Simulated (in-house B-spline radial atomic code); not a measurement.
Successive ionisation energies of rubidium; each step leads to the configuration of the next row (after the last: [Ne] 3s2 3p5). NIST's values go from ground level to ground level; the uncertainty of those that are theory runs from under 0.1 % in few-electron ions to several per cent in heavy many-electron ones. Computed with a radial B-spline atomic code at the basis-set limit: non-relativistic Hartree-Fock, average of the configuration, point nuclei.

This level leaves out relativity, spin-orbit splitting included, which matters for heavy ions.

| ion | configuration | ionisation energy (eV) | tabulated value (eV) | tabulated kind | computed minus tabulated (eV) | highest orbital | largest mean radius (bohr) |
| --- | --- | --- | --- | --- | --- | --- | --- |
| Rb | [Kr] 5s1 | 3.7 | 4.177128 | measured | -0.4 | 5s | 5.6319 |
| Rb+ | [Ar] 3d10 4s2 4p6 | 26.6 | 27.28954 | measured | -0.7 | 4p | 1.7272 |
| Rb2+ | [Ar] 3d10 4s2 4p5 | 39.0 | 39.247 | semi-empirical | -0.2 | 4p | 1.6532 |
| Rb3+ | [Ar] 3d10 4s2 4p4 | 52.4 | 52.2 | semi-empirical | 0.2 | 4p | 1.5908 |
| Rb4+ | [Ar] 3d10 4s2 4p3 | 66.5 | 68.44 | tabulated theory | -1.9 | 4p | 1.5364 |
| Rb5+ | [Ar] 3d10 4s2 4p2 | 81.4 | 82.9 | tabulated theory | -1.5 | 4p | 1.4882 |
| Rb6+ | [Ar] 3d10 4s2 4p1 | 96.9 | 98.67 | semi-empirical | -1.8 | 4p | 1.4449 |
| Rb7+ | [Ar] 3d10 4s2 | ? | ? | semi-empirical | ? | ? | ? |
| Rb8+ | [Ar] 3d10 4s1 | 147.2 | 150.628 | measured | -3.5 | 4s | 1.2837 |
| Rb9+ | [Ar] 3d10 | 277.3 | 277.12 | measured | 0.2 | 3d | 0.51721 |
| Rb10+ | [Ar] 3d9 | 318.2 | 313.1 | tabulated theory | 5.1 | 3d | 0.51104 |
| Rb11+ | [Ar] 3d8 | 360.8 | 356 | tabulated theory | 4.8 | 3d | 0.50574 |
| Rb12+ | [Ar] 3d7 | 405.1 | 400 | tabulated theory | 5.1 | 3d | 0.50039 |
| Rb13+ | [Ar] 3d6 | 451.1 | 443 | tabulated theory | 8.1 | 3d | 0.49502 |
| Rb14+ | [Ar] 3d5 | 498.8 | 502 | tabulated theory | -3.2 | 3d | 0.48964 |
| Rb15+ | [Ar] 3d4 | 548.2 | 550 | tabulated theory | -1.8 | 3d | 0.48428 |
| Rb16+ | [Ar] 3d3 | 599.1 | 601 | tabulated theory | -1.9 | 3d | 0.47895 |
| Rb17+ | [Ar] 3d2 | ? | ? | tabulated theory | ? | ? | ? |
| Rb18+ | [Ar] 3d1 | ? | ? | tabulated theory | ? | ? | ? |
| Rb19+ | [Ne] 3s2 3p6 | 855.7 | 857 | semi-empirical | -1.3 | 3p | 0.46325 |

Fill in the row of Rb7+.

ionisation energy (eV): 128.6; tabulated value (eV): 132.79; computed minus tabulated (eV): -4.2; highest orbital: 4s; largest mean radius (bohr): 1.3139.

Fill in the row of Rb17+.

ionisation energy (eV): 651.7; tabulated value (eV): 654; computed minus tabulated (eV): -2.3; highest orbital: 3d; largest mean radius (bohr): 0.47366.

Fill in the row of Rb18+.

ionisation energy (eV): 705.9; tabulated value (eV): 706; computed minus tabulated (eV): -0.1; highest orbital: 3d; largest mean radius (bohr): 0.46843.

Where is the largest jump?

From Rb to Rb+, by a factor of 7.10 (3.7422 to 26.556 eV); the highest orbital goes from 5s to 4p.

How far is this level of theory from the measured and semi-empirical values?

Over those 9 rows the differences run from -4.24 to +0.191 eV (mean absolute value 1.4 eV). The calculation leaves out relativity, correlation and, in open shells, the multiplet splittings that an average leaves out.
